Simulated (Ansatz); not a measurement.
Input for Ansatz (an electronic-structure program): U-r2SCAN/def2-TZVPP on ReP, 2S+1 = 3, a spin state set in the input, which need not be the lowest, a point of a bond scan (R = 2.063 Å). Elements past Kr take the def2 small-core potentials; no spin–orbit coupling.

Ansatz 0.2 input:
```yaml
crystal:
  periodic: [false, false, false]
  atoms:
    - {symbol: Re, position_ang: [0.00000000, 0.00000000, 0.00000000]}
    - {symbol: P, position_ang: [0.00000000, 0.00000000, 2.06334100]}
basis:
  gaussian:
    orbitals: def2-TZVPP
    pivot_positions_ang: [[0.00000000, 0.00000000, 0.00000000], [0.00000000, 0.00000000, 2.06334100]]
hamiltonian:
  xc: {name: r2SCAN}
magnetization: {spin_polarized: true, initial_magnetization: 2}
output: {forces: true, orbitals: {seedname: ./end}}
```

Program output:

```
WARN ansatz: RAYON_NUM_THREADS=1 ignored (pool sized by the plan → 1); use --threads N
Functional definition: r2SCAN
integrals: 0.03 GiB planned
627 factors; their error is unknown
mean field: 0.33 GiB planned
mean field evaluation 1: about -11412.0311 eV, gradient 3.1e1 eV
mean field evaluation 2: about -11362.2178 eV, gradient 8.7e1 eV
mean field evaluation 4: about -11415.5028 eV, gradient 1.5e1 eV
mean field evaluation 8: about -11417.0717 eV, gradient 6.6e-1 eV
mean field evaluation 16: about -11417.0765 eV, gradient 4.3e-2 eV
mean field evaluation 32: about -11417.0766 eV, gradient 5.8e-5 eV
mean field evaluation 64: about -11417.0766 eV, gradient 2.7e-4 eV
mean field evaluation 96: about -11417.0439 eV, gradient 5.7e-1 eV
mean field evaluation 128: about -11416.1007 eV, gradient 8.7e0 eV
mean field -11417.07663740 eV, -419.5698276520 hartree, gradient 5.0e-7 eV, S^2 2.362602; 17 other end points of the search recorded, 0 dependent functions left out
the calculation of the forces begins
reference -11417.07665188 eV, -419.5698281841 hartree; 16, 14 occupied and 82, 84 virtual orbitals, 627 factors
Total energy: -11417.07665188 eV, -419.5698281841 hartree
Atom 0 at     0.000000     0.000000     0.000000 Å, force     0.000000     0.000000    -0.153040 eV/Å
Atom 1 at     0.000000     0.000000     2.063341 Å, force    -0.000000    -0.000000     0.153040 eV/Å
Dipole moment:    -0.000000    -0.000000    -0.293135 e Å
```

Self-consistency was reached. Its determinant has ⟨S²⟩ = 2.36, a mixture of spin states.

Cost: roughly 20 core-seconds.
